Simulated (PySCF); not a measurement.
C6H11NSi: full NMR table

```yaml
Formula: C6H11NSi
SMILES: C=NC/C(C)=C1\C[SiH2]1
Point_group_of_the_computed_structure: C1
Degrees_of_unsaturation: 3
Carbon_signals: 6
Proton_signals: 6
```

Mapped SMILES: `[CH2:1]=[N:2][CH2:3]/[C:4]([CH3:5])=[C:6]1\[CH2:7][SiH2:8]1`; H(Xn) means a hydrogen on atom n. Ha(C1) is cis to C3; Hb(C1) is trans to C3.

Method: shielding tensors at PBE0/pcSseg-1 (GIAO), geometry from GFN2-xTB, in PySCF (one computed conformer, isolated molecule, equivalent nuclei averaged, non-relativistic Hamiltonian).

Shifts are taken against calculated references (same method and geometry level): TMS for ¹H (31.72 ppm), ¹³C (186.93 ppm), ²⁹Si (349.16 ppm); ¹⁵N (267.73 ppm) vs NH3.

| carbon | δC, type | δH (multiplicity) | HMBC from (2–3 bonds) | span of the C tensor (ppm) |
| --- | --- | --- | --- | --- |
| C1 | 154.9, CH2 | Ha(C1) 7.80 (d); Hb(C1) 7.20 (d) | H(C3) | 179 |
| C3 | 73.4, CH2 | 4.55 (s) | Ha(C1), Hb(C1), H(C5) | 44 |
| C4 | 154.7, C | – | H(C3), H(Si8), H(C5), H(C7) | 231 |
| C5 | 28.6, CH3 | 2.45 (s) | H(C3) | 48 |
| C6 | 127.2, C | – | H(C3), H(Si8), H(C5), H(C7) | 180 |
| C7 | -0.5, CH2 | 1.10 (m) | H(Si8) | 66 |

Other nuclei:
```csv
atoms,nucleus,environment,δ (ppm),σ (ppm)
H(Si8),¹H,"hydrogen on a silicon bonded to 2 C, in a 3-membered ring",3.18,28.54
Si8,²⁹Si,"silicon bonded to 2 C, 2 H, in a 3-membered ring",-146.8,495.9
N2,¹⁵N,imine nitrogen,412.8,-145.1
```

Carbon types of the structure: 2 × C, 3 × CH2, 1 × CH3, leaving 2 H on heteroatoms. δC 154.9: C=N carbon. δC 154.7, 127.2: fully substituted alkene carbon; as expected for a trigonal carbon in a double bond. δC 73.4: allylic sp3 CH2 bonded to N; pulled downfield by the heteroatom. δC -0.5: three-membered-ring carbon; carbons of three-membered rings are unusually shielded. δH 4.55: hydrogen on an allylic sp3 CH2 bonded to N; its carbon carries N, which withdraws density.

Shifts are as computed. Against solution values, carbons near 30 ppm lie about +3 ppm off and those near 130 ppm about +5 ppm. Of 1309 compounds with measured shifts, 239 miss one by over three times the rms of a fit or turn the order of signals round; such compounds aren't used in these exercises. Experimental scales use liquid or dissolved standards, which lie at an offset from isolated NH3 (liquid NH3: subtract about 20 ppm). Unscaled 15N shifts of sp2 nitrogen come out 20 to 40 ppm too high even then. Multiplicities follow the n + 1 count of equivalent neighbours, as no J values were calculated; m marks all less simple cases, F and P coupling included.
